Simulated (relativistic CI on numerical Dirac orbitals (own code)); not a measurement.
Spin-allowed bands of a d7 ion in an octahedral site, by hand

Problem. Take Δ = 8800 cm⁻¹ and B = 700 cm⁻¹ for a high-spin d7 ion in an octahedral site. Calculate the three spin-allowed bands.

Working.
1. The terms of highest spin are 4F (energy 0) and 4P (15B = 10500 cm⁻¹). Here the F term splits into A2 at +1.2Δ = 10560, T2 at +0.2Δ = 1760 and T1 at −0.6Δ = -5280 cm⁻¹.
2. The two T1 states mix through the element 0.4Δ: H = [[-5280, 3520], [3520, 10500]], with roots ½(H₁₁ + H₂₂) ∓ ½√[(H₂₂ − H₁₁)² + 4H₁₂²] = ½(5220) ∓ ½(17279) = -6030 and 11250 cm⁻¹.
3. The ground term is 4T1 at -6030 cm⁻¹.
4. Bands: 4T2 7790 cm⁻¹ (1284 nm), 4A2 16590 cm⁻¹ (603 nm), 4T1(P) 17279 cm⁻¹ (579 nm).

Check. Exact diagonalisation of the whole d7 shell with these parameters gives 4T2 7790, 4A2 16590, 4T1 17279 cm⁻¹. The match is exact, since without spin-orbit coupling no other term has this spin. The ratio of the second band to the first, 2.130, depends on Δ/B = 12.6 alone, which is how a Tanabe-Sugano diagram is read.
